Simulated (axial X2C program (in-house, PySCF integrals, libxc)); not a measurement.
## Spin–orbit effects down a group: molecules with Ca, PBE0

Calculated with an axial X2C code built on PySCF integrals, spin-free (one-electron X2C) or two-component (2c: spin–orbit coupling with atomic mean-field Coulomb and Gaunt terms, which also bring small scalar terms), in Dyall basis sets with cores contracted in-house; open shells are unrestricted.

Basis sets: Al dyall-v3z, B dyall-v3z, Ca dyall-cv3z, In dyall-cv3z.

```tsv
molecule	spin-free state	Re (Å)	ωe (cm⁻¹)	De (eV)	2c state	Re 2c (Å)	ωe 2c (cm⁻¹)	De 2c (eV)
CaB	M_S = 3/2, Λ = 0	2.308	489.8	n/a	Ω = 3/2	2.308	489.8	n/a
CaAl	M_S = 1/2, Λ = 1	3.137	191.3	0.64	Ω = 1/2	3.136	191.3	0.64
CaIn	M_S = 1/2, Λ = 1	3.259	131.2	0.58	Ω = 1/2	3.271	126.0	n/a
```

Each entry is the lowest single determinant of a limited PBE0 search at one distance. De goes to single-determinant-based atoms at the same level (for ions the charge split of lowest energy) and is withheld (n/a) where an atom does not fit its ground term or J level. Main or longest-lived isotopes. One determinant is a doubtful description, or other states lie close, for CaB, CaAl, CaIn; these need not be ground states, and all values refer to the states named. With several unpaired electrons the Ω given is that of one determinant, not necessarily of the lowest component. Some light 2c atoms are not at their ground J level, so De misses part of their lowering (0.04 eV or less). The functionals have no current term, which raises determinants with orbital currents. Where the atoms have a lower orbital projection than the molecule, De at mean-field level may be about a tenth of an eV too small.
